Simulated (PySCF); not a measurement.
Ligand exchange on a metal centre used in film growth or etching (Ti F-OH). Gas-phase values, no solvent. One relaxed conformer stands for each flexible species; it need not be the lowest.

Calculation: PBE-D3(BJ)/def2-TZVP // BP86-D3(BJ)/def2-SVP in PySCF 2.14.0. All candidates: neutral, multiplicity 1. 

```yaml
HOMO: -8.81 eV
LUMO: -3.38 eV
HOMO–LUMO gap: 5.43 eV
```

**Question.** Which member has these values?
A. [Ti(F)2(OH)2]
B. [Ti(F)3(OH)]
C. [Ti(F)4]
D. [Ti(F)(OH)3]

**Answer.** B, [Ti(F)3(OH)]. The others give [Ti(F)(OH)3]: -7.86 eV, -2.58 eV, 5.28 eV; [Ti(F)2(OH)2]: -8.26 eV, -2.93 eV, 5.33 eV; [Ti(F)4]: -10.43 eV, -4.10 eV, 6.33 eV
